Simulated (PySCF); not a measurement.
Peak assignment

Molfile (atoms numbered from 1):
```
C8H7FO
     RDKit          3D

 17 17  0  0  0  0  0  0  0  0999 V2000
    2.6785   -0.0280    0.4773 C   0  0  0  0  0  0  0  0  0  0  0  0
    1.6776    0.2859   -0.5976 C   0  0  0  0  0  0  0  0  0  0  0  0
    2.0173    0.6733   -1.6930 O   0  0  0  0  0  0  0  0  0  0  0  0
    0.2279    0.1072   -0.2830 C   0  0  0  0  0  0  0  0  0  0  0  0
   -0.6821    0.4080   -1.3012 C   0  0  0  0  0  0  0  0  0  0  0  0
   -2.0440    0.2805   -1.1228 C   0  0  0  0  0  0  0  0  0  0  0  0
   -2.5412   -0.1572    0.0951 C   0  0  0  0  0  0  0  0  0  0  0  0
   -1.6694   -0.4636    1.1238 C   0  0  0  0  0  0  0  0  0  0  0  0
   -0.3057   -0.3305    0.9288 C   0  0  0  0  0  0  0  0  0  0  0  0
    0.4881   -0.6461    1.9726 F   0  0  0  0  0  0  0  0  0  0  0  0
    2.5031    0.5962    1.3511 H   0  0  0  0  0  0  0  0  0  0  0  0
    2.5879   -1.0675    0.7857 H   0  0  0  0  0  0  0  0  0  0  0  0
    3.6803    0.1530    0.0962 H   0  0  0  0  0  0  0  0  0  0  0  0
   -0.2739    0.7474   -2.2416 H   0  0  0  0  0  0  0  0  0  0  0  0
   -2.7191    0.5209   -1.9295 H   0  0  0  0  0  0  0  0  0  0  0  0
   -3.6045   -0.2609    0.2464 H   0  0  0  0  0  0  0  0  0  0  0  0
   -2.0279   -0.8066    2.0819 H   0  0  0  0  0  0  0  0  0  0  0  0
  1  2  1  0
  2  3  2  0
  2  4  1  0
  4  5  2  0
  5  6  1  0
  6  7  2  0
  7  8  1  0
  8  9  2  0
  9 10  1  0
  9  4  1  0
  1 11  1  0
  1 12  1  0
  1 13  1  0
  5 14  1  0
  6 15  1  0
  7 16  1  0
  8 17  1  0
M  END
```

[PySCF 2.14: GIAO PBE0/pcSseg-1 shieldings; geometry from GFN2-xTB; non-relativistic; rapidly exchanging positions averaged; in vacuum; one conformer]

Shifts are taken against calculated references (same method and geometry level): TMS for 13C, 1H.

Problem. Assign these signals to the numbered atoms. 13C{1H} NMR (computed): δ 197.6 (C), 173.5 (C), 141.1 (CH), 139.1 (CH), 129.7 (CH), 127.7 (C), 122.7 (CH), 35.0 (CH3).

Solution. 
197.6 → C2, ketone carbonyl carbon: low-lying n→π* states of the double bond to the heteroatom give a large paramagnetic term (-254 ppm)
173.5 → C9, aromatic carbon bearing fluorine: σ withdrawal by the attached heteroatom moves it downfield of the ring CH carbons
141.1 → C7, aromatic CH
139.1 → C5, aromatic CH: the aromatic region
129.7 → C6, aromatic CH
127.7 → C4, substituted aromatic carbon
122.7 → C8, aromatic CH
35.0 → C1, methyl carbon α to a carbonyl: α to the electron-withdrawing carbonyl group

C6 and C4 lie closer than the usual error of such a calculation, so a measured spectrum could show them in the other order.

Problem. Assign these signals to the numbered atoms. 1H NMR (400 MHz, computed): δ 8.68 (m, 1H), 7.80 (m, 1H), 7.56 (m, 1H), 7.45 (m, 1H), 2.74 (s, 3H).

Solution. 
| δ (ppm) | atoms | environment | reason |
| --- | --- | --- | --- |
| 8.68 | H14 | hydrogen on an aromatic CH | ring current plus the deshielding of an ortho carbonyl group |
| 7.80 | H16 | hydrogen on an aromatic CH | – |
| 7.56 | H15 | hydrogen on an aromatic CH | – |
| 7.45 | H17 | hydrogen on an aromatic CH | – |
| 2.74 | H11/H12/H13 | hydrogen on a methyl carbon α to a carbonyl | α to C=O |

H15 and H17 lie closer than the usual error of such a calculation, so a measured spectrum could show them in the other order.

Splittings by 19F in the carbon and heteronuclear signals aren't shown, as no couplings were computed. Shifts are as computed. Against solution values, carbons near 30 ppm lie about +3 ppm off and those near 130 ppm about +5 ppm. Of 1211 compounds with measured shifts, 218 miss one by over three times the rms of a fit or turn the order of signals round; such compounds aren't used in these exercises. Multiplicities follow the n + 1 count of equivalent neighbours, as no J values were calculated; m marks all less simple cases, F and P coupling included.
